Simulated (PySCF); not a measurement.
A PySCF script (with the pyscf-properties extension) for the NMR shieldings of `C=C[Si@@H]1CC[C@@H](CC)[SiH2]1`, C7H16Si2, on a GFN2-xTB geometry:

```python
import basis_set_exchange as bse
import numpy as np
from pyscf import gto, dft
from pyscf.prop import nmr

atoms = """
C     3.779334    1.108844    0.445492
C     3.301440    0.232272   -0.422811
Si    1.644184   -0.659780   -0.254057
C     0.471859   -0.111580   -1.674086
C    -0.445472    0.995424   -1.149434
C    -1.149519    0.613392    0.160888
C    -2.182038   -0.493495   -0.067914
C    -3.187544   -0.592228    1.071333
Si    0.219774    0.093155    1.407803
H     4.729240    1.605508    0.311342
H     3.237196    1.370192    1.341008
H     3.896881    0.008351   -1.301311
H     1.931684   -2.101342   -0.389998
H     1.010554    0.250232   -2.550385
H    -0.133327   -0.954288   -2.009659
H    -1.194566    1.248001   -1.907987
H     0.152818    1.896015   -0.977077
H    -1.691909    1.498209    0.510326
H    -1.678767   -1.456735   -0.186517
H    -2.726237   -0.293973   -0.997357
H    -3.903329   -1.390200    0.883800
H    -2.683542   -0.795575    2.012971
H    -3.737194    0.341449    1.173894
H    -0.278784   -0.883411    2.383841
H     0.606330    1.274402    2.195030
"""
names = dict.fromkeys(["C", "Si", "H"], "pcSseg-1")
basis = {el: gto.basis.parse(bse.get_basis(n, elements=[el], fmt="nwchem")) for el, n in names.items()}
mol = gto.M(atom=atoms, basis=basis, charge=0, verbose=0)
mf = dft.RKS(mol, xc="PBE0")
mf.grids.level = 2
mf.grids.alignment = dft.numint.BLKSIZE   # the property module wants whole blocks of grid points
mf.conv_tol = 1e-9
mf.kernel()

calc = nmr.RKS(mf)   # GIAO
C = mf.mo_coeff
Co = C[:, mf.mo_occ > 0]
resp = mf.gen_response(singlet=True, hermi=2)
def vind(x):   # induced exchange potential for any number of trial vectors
    d = np.einsum("pi,xij,qj->xpq", C, 2 * x.reshape(-1, C.shape[1], Co.shape[1]), Co, optimize=True)
    return np.einsum("xpq,pi,qj->xij", resp(d - d.transpose(0, 2, 1)), C, Co, optimize=True).ravel()
mo1, _ = nmr.rhf.solve_mo1(calc, with_cphf=vind)
sigma = calc.kernel(mo1)
for i, s in enumerate(sigma):   # ppm
    print("%2d %-2s %9.2f" % (i, mol.atom_pure_symbol(i), np.trace(s) / 3))
```

Question: What does it print?

Answer: 
```
 0 C      43.37
 1 C      44.26
 2 Si    382.75
 3 C     171.67
 4 C     151.04
 5 C     154.49
 6 C     156.13
 7 C     169.40
 8 Si    427.40
 9 H      25.34
10 H      25.54
11 H      25.00
12 H      27.01
13 H      30.65
14 H      30.80
15 H      29.68
16 H      30.15
17 H      30.34
18 H      30.61
19 H      30.47
20 H      30.49
21 H      30.57
22 H      30.83
23 H      28.11
24 H      27.85
```

These numbers come from an equivalent density-fitted implementation of the same equations, which agrees with the script to about 0.01 ppm for H and up to a few tenths of a ppm for heavy atoms, so last digits may differ.

Question: Turn these shieldings into chemical shifts. References, each an isolated molecule treated in the same way: TMS for ¹³C (186.93 ppm) and ²⁹Si (349.16 ppm) and ¹H (31.72 ppm).

Answer: Averaging equivalent atoms: C 0: 143.6; C 1: 142.7; C 4: 35.9; C 5: 32.4; C 6: 30.8; C 7: 17.5; C 3: 15.3; Si 2: -33.6; Si 8: -78.2; H 11: 6.72; H 9: 6.38; H 10: 6.17; H 12: 4.70; H 24: 3.86; H 23: 3.60; H 15: 2.04; H 16: 1.56; H 17: 1.37; H 19: 1.24; H 18: 1.10; H 20/21/22: 1.09; H 13: 1.06; H 14: 0.92 ppm. 

Size and cost of the density-fitted run: 247 basis functions, 110 s wall time on 1 thread of an Arm Neoverse N1, shared host; peak memory 1.1 GiB.
